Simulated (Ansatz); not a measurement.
Ansatz results at the PBE0-D4/def2-TZVP geometry: HOMO energy (PBE0/def2-TZVPP) -9.38 eV; HOMO energy (B3LYP/def2-TZVPP) -9.14 eV; HOMO–LUMO gap (ωB97M-V/def2-TZVPP) 13.34 eV.

Each molecule was computed in one conformer, which needn't be the lowest.

(1) Which molecule gave them?
A. `CO[SiH2]S[SiH2]Cl`
B. `[SiH3]C#C[SiH2]Cl`
C. `F[SiH](F)[O][GeH3]`
D. `CO[SiH2]S[SiH2]O`

## Answers

(1) C. The others give `[SiH3]C#C[SiH2]Cl`: -8.41, -8.17, 11.36; `CO[SiH2]S[SiH2]Cl`: -7.75, -7.49, 11.37; `CO[SiH2]S[SiH2]O`: -7.74, -7.47, 11.68.

B3LYP here is the variant with VWN-RPA as its local correlation; programs differ in this.
